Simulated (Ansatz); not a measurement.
A single point on `BO[SiH](C)Br`.

```yaml
crystal:
  periodic: [false, false, false]
  atoms:
    - {symbol: B, position_ang: [-1.103330, 1.636837, 1.152619]}
    - {symbol: O, position_ang: [-0.090009, 0.810589, 0.824720]}
    - {symbol: Si, position_ang: [0.586646, 0.123538, -0.506603]}
    - {symbol: C, position_ang: [0.588751, -1.711160, -0.301462]}
    - {symbol: Br, position_ang: [-0.557738, 0.669790, -2.331868]}
    - {symbol: H, position_ang: [-1.248502, 1.899533, 2.313072]}
    - {symbol: H, position_ang: [-1.822633, 2.079805, 0.300902]}
    - {symbol: H, position_ang: [1.939552, 0.699990, -0.655442]}
    - {symbol: H, position_ang: [1.134058, -1.985451, 0.605221]}
    - {symbol: H, position_ang: [1.070481, -2.188959, -1.157071]}
    - {symbol: H, position_ang: [-0.431874, -2.091414, -0.223488]}
basis:
  gaussian: {orbitals: def2-QZVPP}
correlation: {method: mp2}
```

```sh
$ ansatz run in.yaml --threads 4 --pin off --events-out ev --progress --plain --max-ram 10444MiB
```

Shortened log:

```
Functional definition: HF
3089 factors; integrals over basis functions are off by at most 1.0e-3 eV
mean field evaluation 1: about -81699.3275 eV, gradient 4.3e1 eV
mean field evaluation 2: about -81699.4503 eV, gradient 4.3e1 eV
mean field evaluation 4: about -81703.4106 eV, gradient 4.5e0 eV
mean field evaluation 8: about -81703.4766 eV, gradient 2.5e-1 eV
mean field -81703.47688042 eV, -3002.5473947499 hartree, gradient 8.8e-6 eV, S^2 0.000000; 0 other end points of the search recorded, 0 dependent functions left out
17 core orbitals not correlated: weight in the atoms' cores, before any rotation towards them, 1.000 or more for the frozen orbitals, at most 0.000 for the correlated occupied ones
reference -81703.47688042 eV, -3002.5473947499 hartree; 20, 20 occupied and 473, 473 virtual orbitals, 3089 factors
second order -34.56418491 eV of doubles, -0.00000000 eV of singles
Total energy: -81738.04106534 eV, -3003.8176051170 hartree
```

Run time 23 s (4 threads of an Intel Xeon Platinum 8488C on a shared host); peak host memory 3.5 GiB.
